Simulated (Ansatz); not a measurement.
Start from `CC[SiH](F)[SiH3]` and change one atom or group to get `F[SiH]([SiH3])S`.

Ansatz, PBE0-D4/def2-TZVP geometries, multiplicity 1. Each molecule was computed in one conformer, which needn't be the lowest.

| property | `CC[SiH](F)[SiH3]` |
| --- | --- |
| HOMO–LUMO gap (PBE0/def2-TZVPP) / eV | 7.73 |
| size of the dipole moment (B3LYP/def2-TZVPP) / D | 1.64 |
| zero-point energy (PBE0-D4/def2-TZVP) / kJ/mol | 267.6 |
| LUMO energy (B3LYP/def2-TZVPP) / eV | -0.40 |
| HOMO energy (PBE0/def2-TZVPP) / eV | -7.96 |
| size of the dipole moment (PBE/def2-TZVPP) / D | 1.61 |

**Question.** Give the same properties after the change, and the shifts. (Best estimate.)

**Answer.** The calculation gave: 
```csv
property,`F[SiH]([SiH3])S`,shift
HOMO–LUMO gap (PBE0/def2-TZVPP) / eV,7.42,-0.31
size of the dipole moment (B3LYP/def2-TZVPP) / D,1.37,-0.27
zero-point energy (PBE0-D4/def2-TZVP) / kJ/mol,122.0,-145.6
LUMO energy (B3LYP/def2-TZVPP) / eV,-0.61,-0.21
HOMO energy (PBE0/def2-TZVPP) / eV,-7.87,0.09
size of the dipole moment (PBE/def2-TZVPP) / D,1.28,-0.33
```

With PBE0 the HOMO rises by 0.09 eV and the LUMO falls by 0.22 eV, so the gap narrows by about 0.31 eV. PBE moves the HOMO by 0.10 eV and ωB97M-V by 0.03 eV. The zero-point energy changes by -145.6 kJ/mol with -15 modes. Dipoles are sizes alone; their direction can turn.

B3LYP here is the variant with VWN-RPA as its local correlation; programs differ in this.
